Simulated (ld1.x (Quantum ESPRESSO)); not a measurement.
Ge: excitation energies, all-electron against PAW

ld1.x (Quantum ESPRESSO) 7.5 input, shortened:

```
&input
   title='Ge', zed=32., rel=1, dft='BP', iswitch=3,
   config='[Ar] 3d10 4s2 4p2 4d-2'
 /
 &inputp
   pseudotype=3, lpaw=.true., tm=.true., lloc=-1, rcloc=1.80,
   nlcc=.false.,
   which_augfun='PSQ', rmatch_augfun_nc=.true.
 /
6
4S  1  0   2.00   0.00  1.30  1.80  0.0
4S  1  0   0.00   2.35  1.30  1.80  0.0
4P  2  1   2.00   0.00  1.60  2.20  0.0
4P  2  1   0.00   0.85  1.60  2.20  0.0
4D  3  2  -2.00  -0.10  2.25  2.35  0.0
4D  3  2  -2.00   2.25  2.25  2.35  0.0
 &test
   configts(1)='4s2 4p2'
 /
```

Energies are relative to the spin-unpolarised reference configuration 4s2 4p2; without spin polarisation the order of configurations can differ from experiment.

| valence configuration | charge | ΔE all-electron (eV) | error AE − PS (meV) |
| --- | --- | --- | --- |
| 4s2 4p1 | +1 | 7.589 | -3.2 |
| 4s1 4p0 | +3 | 58.189 | -309 |
| 4s2 4p2.3 | -0.3 | -0.923 | -0.5 |
| 4s1 4p2 | +1 | 16.328 | -29 |
| 4s0 4p4 | 0 | 16.250 | -23 |

(1) What are ΔE and the potential's error for 4s1 4p3?

(2) What are ΔE and the potential's error for 4s2 4p0?

## Answers

(1) ΔE = 7.995 eV all-electron; the error (AE − PS) is -8.2 meV.

(2) ΔE = 23.192 eV all-electron; the error (AE − PS) is -39 meV.

ld1.x printed “convergence not achieved” for 2 of the counted tests; their residual had stalled under 1e-8, short of the target of 1e-14.
